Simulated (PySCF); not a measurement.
**[SbO2]+, singlet: computed properties**

Level of theory: PySCF, PBE0, basis Sb x2c-TZVPall, O x2c-TZVPall (spin-free X2C, no spin–orbit coupling, density fitting).

The structure is a minimum.

```xyz
3
charge 1 multiplicity 1, angstrom
Sb    0.0000    0.0000    0.0000
O     1.7581    0.0000    0.0000
O    -1.7581    0.0000    0.0000
```

- Point group: D∞h
- Bond lengths: Sb–O 1.758 Å (×2)
- Bond angles: O–Sb–O 180.0°
- Dipole moment about the centre of mass: 0.00 D
- Highest occupied level: -16.63 eV
- Principal polarisabilities: 22.3, 22.3, 51.2 bohr³
- Heat capacity Cp at 298.15 K: 49.2 J/(mol K)
- Lowest empty level: -11.36 eV
- Rotational constants: 0.1705 cm⁻¹
- Principal quadrupole moments (Buckingham, traceless) about the centre of mass: -7.74, 3.87, 3.87 D Å
- Rotational symmetry number: 2
- Zero-point energy: 12.5 kJ/mol
- Entropy at 298.15 K and 1 bar: 259.5 J/(mol K)
- Enthalpy at 298.15 K above 0 K: 12.55 kJ/mol

Harmonic modes (masses in u: Sb 120.904, O 15.995):
```json
{"symmetry": "πu", "ω (cm⁻¹)": "126", "IR (km/mol, summed over degenerate members)": "43.0", "μ (u)": "19.54", "type": "bend"}
{"symmetry": "σg+", "ω (cm⁻¹)": "867", "IR (km/mol, summed over degenerate members)": "0.0", "μ (u)": "15.99", "type": "stretch"}
{"symmetry": "σu+", "ω (cm⁻¹)": "978", "IR (km/mol, summed over degenerate members)": "15.0", "μ (u)": "19.54", "type": "stretch"}
```

In D∞h the vibrations span πu + σg+ + σu+. The σg+ mode carries no infrared intensity, as symmetry demands. With a centre of inversion only u modes can be infrared active and only g modes Raman active.

Charges (e):
| atom | Mulliken | Löwdin | polar tensor | Mayer order to Sb1 |
| --- | --- | --- | --- | --- |
| Sb1 | 1.57 | 1.53 | 1.50 | – |
| O2,3 | -0.29 | -0.27 | -0.25 | 1.94 |

Mulliken populations on Sb1: s 9.41, p 19.57, d 20.33, f 0.11.

Counting electrons, antimony keeps none of its valence electrons outside its bonds, so the VSEPR class is AX2 and the expected shape is linear (D∞h), as computed.

Other isomers or separated fragments may lie lower.

The final relaxation and frequency run took about 90 core-seconds on a shared host.
